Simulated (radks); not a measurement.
Values are calculated unless marked as measured or tabulated.
Sc4+, configuration [Ne] 3s2 3p5 (the NIST ground configuration). Code: a radial shooting solver on a logarithmic mesh with Libxc functionals. Model: scalar-relativistic Kohn-Sham, BLYP, spin-polarised, spherical densities, finite nucleus; open shells are filled with parallel spins first; Fermi nuclear charge, rms radius 3.5459 fm.

Normalised radial functions P(r) = r R(r), r in bohr:

| r | 2s down | 3p down | 3d up |
|---|---|---|---|
| 0.003417 | 0.1815 | 0.0013 | 0.0000 |
| 0.004897 | 0.2509 | 0.0027 | 0.0000 |
| 0.006963 | 0.3397 | 0.0052 | 0.0000 |
| 0.009981 | 0.4536 | 0.0102 | 0.0001 |
| 0.01431 | 0.5875 | 0.0197 | 0.0002 |
| 0.0205 | 0.7264 | 0.0377 | 0.0005 |
| 0.02916 | 0.8337 | 0.0692 | 0.0013 |
| 0.04179 | 0.8517 | 0.1241 | 0.0035 |
| 0.0599 | 0.6868 | 0.2107 | 0.0092 |
| 0.08585 | 0.2516 | 0.3308 | 0.0231 |
| 0.1221 | -0.4396 | 0.4598 | 0.0537 |
| 0.175 | -1.2382 | 0.5396 | 0.1181 |
| 0.2508 | -1.7509 | 0.4565 | 0.2364 |
| 0.3595 | -1.6441 | 0.1140 | 0.4217 |
| 0.5111 | -1.0322 | -0.4259 | 0.6476 |
| 0.7326 | -0.3879 | -0.9187 | 0.8486 |
| 1.05 | -0.0751 | -1.0137 | 0.8920 |
| 1.505 | -0.0059 | -0.6759 | 0.7048 |
| 2.14 | -0.0001 | -0.2676 | 0.3939 |
| 3.068 | 0.0000 | -0.0515 | 0.1312 |
| 4.397 | 0.0000 | -0.0035 | 0.0199 |

2s down: eigenvalue -530.44 eV, 1 radial node at r = 0.0989 bohr, <r> = 0.343 bohr, 90 % of the charge inside 0.534 bohr. 3p down: eigenvalue -82.408 eV, 1 radial node at r = 0.390 bohr, <r> = 1.09 bohr, 90 % of the charge inside 1.66 bohr. 3d up (empty): eigenvalue -50.587 eV, 0 radial nodes, <r> = 1.22 bohr, 90 % of the charge inside 1.96 bohr.
